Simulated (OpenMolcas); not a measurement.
## Co2+: ligand-field states by method

Co2+ with its 6 nearest fluoride ions at 2.031 Å, on the Mg site of KMgF3 (a = 3.973 Å, distance in the model lattice 1.986 Å). The rest of the host is ab initio model potentials to 7.6 Å, with orthogonalisation functions on the cations behind the ligands, and point charges beyond; the distance is set by hand and nothing relaxes. Ligand basis ANO-RCC-VDZP.
```
Co    0.0000    0.0000    0.0000
F     2.0310    0.0000    0.0000
F     0.0000    2.0310    0.0000
F    -2.0310    0.0000    0.0000
F     0.0000   -2.0310    0.0000
F     0.0000    0.0000    2.0310
F     0.0000    0.0000   -2.0310
```

```
Program             : OpenMolcas 26.06
Basis               : ANO-RCC-VTZP [6s5p3d2f1g]
Scalar Hamiltonian  : DKH2, point nucleus
Active space        : 7 electrons in 5 orbitals (3d)
State averaging     : 2S+1 = 4 even, 10 roots; 2S+1 = 2 even, 40 roots
Spin-orbit coupling : state interaction with AMFI integrals over the reference wave functions
```

I. CASSCF
II. SS-CASPT2, IPEA 0.25 Eh, imaginary shift 0.1 Eh (closed shells correlated: 3s 3p and the ligand valence shells)

Spin-free states (labels of O, the rotations of Oh) in cm-1, each column counted from its own energy of the first state listed:

| State | Degeneracy | I | II |
| --- | --- | --- | --- |
| 4T1 | 3 | 0 | 0 |
| 4T2 | 3 | 6074 | 8000 |
| 4A2 | 1 | 13275 | 16710 |
| 2E | 2 | 15285 | 12260 |
| 2T1 | 3 | 20091 | 17090 |
| 2T2 | 3 | 20356 | 17570 |
| 4T1 | 3 | 23285 | 20980 |
| 2A1 | 1 | 24259 | 22100 |
| 2T1 | 3 | 25926 | 20660 |
| 2T2 | 3 | 28539 | 25480 |
| 2T1 | 3 | 29047 | 27280 |
| 2E | 2 | 31068 | 28510 |
| 2T2 | 3 | 34129 | 31450 |
| 2E | 2 | 34462 | 33440 |
| 2T1 | 3 | 34556 | 33380 |
| 2T2 | 3 | 46755 | 39350 |
| 2T1 | 3 | 47597 | 41360 |
| 2A2 | 1 | 48386 | 41760 |
| 2E | 2 | 72018 | 62140 |
| 2T2 | 3 | 72167 | 61840 |

From I to II, I's first state of the same spin (4T2) moves from 6074 to 8000 cm-1, by about +1900 cm-1.

From I to II, I's first state of another spin (2E) moves from 15285 to 12260 cm-1, by about -3000 cm-1.

I: A least-squares ligand-field fit to the states below 45000 cm-1, each weighted by its degeneracy and with a free common offset, gives 10Dq = 6867 cm-1, B = 1217 cm-1 and C = 4487 cm-1 (C/B = 3.69), with an rms deviation of 123 cm-1. The same method and metal basis give the free ion B = 1229 cm-1 (fit to its terms below 60000 cm-1, rms deviation 20 cm-1), so the nephelauxetic ratio is β = 1217 / 1229 = 0.99; it hangs on how both fits weigh the states, and computed free-ion B values tend to be too large, so β mixes covalency with correlation.

χT at 300 K: I 3.60, II 3.53 cm3 K/mol.

Roots that are degenerate in the reference are averaged as groups; the widest CASPT2 spread within a group is 140 cm-1 (the 2-fold group of multiplicity 2 near 28500 cm-1 above the lowest state of its run, II). Shifts and gaps below about the spread of the groups concerned are not significant. Over all roots computed the reference weight is 0.73 to 0.74 in II; a low but even weight reflects the number of correlated electrons. An orbital triplet at a regular site is open to Jahn-Teller coupling, which can distort the site and quench the lowest spin-orbit gaps and is left out. Ligand-to-metal charge-transfer states are missing. Without dynamic correlation the repulsion within the d shell is too large (B by tens of per cent), so at a given field states of lower spin stand too high (holds for I). With no ligand orbital active B as a rule stays too high, so bands that hang on it stand too high and its fall with covalency is understated (holds for I). With metal d orbitals alone and no dynamic correlation 10Dq can be off by a tenth to a fifth, either way, in oxide and fluoride hosts (holds for I). A single d shell leaves out the double-shell effect, which counts most for late 3d ions, where the CASPT2 field can be off either way by tens of per cent (holds for II). These CASPT2 states fit no ligand-field parameters well, so their order and spin gaps are uncertain (holds for II). For late 3d ions with one d shell CASPT2 can put B and the spin-flip bands somewhat low as well as high (holds for II). With one d shell and no ligand orbital active, 10Dq can be off by tens of per cent for divalent 3d ions, low with halides held by bare charges and at times high in hosts (holds for II). Free-ion shares, where given, are those of the reference states; single-state CASPT2 does not remix them (holds for II). No measured value stands beside these numbers; the geometry was set by hand and not optimised.
